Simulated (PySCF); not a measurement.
**Cl⁺ (chlorine, charge +1) across methods**

[Ne] 3s1 3p5, high-spin 3P determinant (an excited configuration). Computed with PySCF 2.14 in aug-cc-pV(D+d)Z (5s4p3d, 32 functions), with the non-relativistic Hamiltonian (point nucleus).

| method | E (hartree) | mean ε 3s α (eV) | mean ε 3p α (eV) | mean ε 3p β (eV) | Σ⟨r²⟩ (bohr²) | ⟨S²⟩ |
| --- | --- | --- | --- | --- | --- | --- |
| PBE0 | -459.0433 | -36.665 | -22.740 | -19.942 | 21.30 | 2.003 |
| UHF | -458.51357 | -44.789 | -27.349 | -22.039 | 21.69 | 2.012 |
| r2SCAN0 | -459.1557 | -37.558 | -23.178 | -19.996 | 21.37 | 2.005 |
| PBE | -459.0222 | -33.692 | -20.945 | -18.790 | 21.28 | 2.002 |
| BHandHLYP | -459.1868 | -39.400 | -24.306 | -20.980 | 21.40 | 2.005 |
| LDA | -457.7057 | -33.574 | -20.954 | -18.866 | 21.31 | 2.002 |
| r2SCAN | -459.1687 | -35.024 | -21.586 | -18.913 | 21.34 | 2.005 |
| MN15 | -459.1036 | -36.204 | -23.238 | -20.989 | 21.03 | 2.001 |

Question: Estimate the same row for PW91.

Answer: E (hartree) = -459.1957; mean ε 3s α (eV) = -33.723; mean ε 3p α (eV) = -20.983; mean ε 3p β (eV) = -18.843; Σ⟨r²⟩ (bohr²) = 21.24; ⟨S²⟩ = 2.002.
